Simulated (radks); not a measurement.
Results of a calculation; reference values are marked as such.
Valence configurations of Bi3+. Level of theory: Dirac Kohn-Sham, PBE, spin-unpolarised, spherical densities, finite nucleus; open shells fill j = l - 1/2 first; Fermi nuclear charge, rms radius 5.5211 fm (a radial shooting solver on a logarithmic mesh with Libxc functionals). Energies are relative to [Hg]; eigenvalues in eV.

valence	E (eV)	e(4f5/2)	e(4f7/2)	e(5d3/2)	e(5d5/2)	e(6p1/2)
[Hg]	0.000	-183.28	-177.79	-56.620	-53.568	-
[Xe] 4f14 5d9 6s2 6p1	24.921	-189.41	-183.91	-61.152	-57.974	-31.765
[Xe] 4f13 5d10 6s2 6p1	156.85	-203.68	-198.03	-63.431	-60.066	-32.083
[Xe] 4f14 5d8 6s2 6p2	52.425	-195.58	-190.08	-65.628	-62.324	-33.524
[Xe] 4f12 5d8 6s2 6p4	411.73	-239.21	-233.40	-81.102	-77.151	-38.411
[Xe] 4f13.5 5d10 6s2 6p0.5	76.161	-193.40	-187.83	-60.002	-56.794	-31.013
[Xe] 4f14 5d10 6p2	20.243	-185.69	-180.20	-58.788	-55.704	-31.144
[Xe] 4f14 5d10 6s1 6p1	10.073	-184.50	-179.01	-57.716	-54.648	-30.546
[Xe] 4f14 5d9 6s1 6p2	35.452	-190.58	-185.09	-62.197	-59.004	-32.344
[Xe] 4f13.5 5d9.5 6s2 6p1	89.380	-196.50	-190.93	-62.293	-59.022	-31.926

NIST lists [Hg] as the ground configuration; this level of theory agrees among the configurations tried. The energies are those of spherical spin-averaged densities, not of single terms.
